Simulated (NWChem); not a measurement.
# GaBr2F; SMILES [F][Ga]([Br])[Br]

This build's default masses of Se (78.918 u) and Br (79.917 u) are each other's, which moves their modes by up to 0.6 %.

Give the equilibrium geometry at PBE-D3(BJ)/def2-SVP (NWChem) as a list of bonds and angles, with the point group.

point group C2v; any orientation.
Bonded distances (Å): Ga1–F2 1.758, Ga1–Br3 2.273, Ga1–Br4 2.273. Angles (°): F2–Ga1–Br3 117.9, F2–Ga1–Br4 117.9, Br3–Ga1–Br4 124.1.
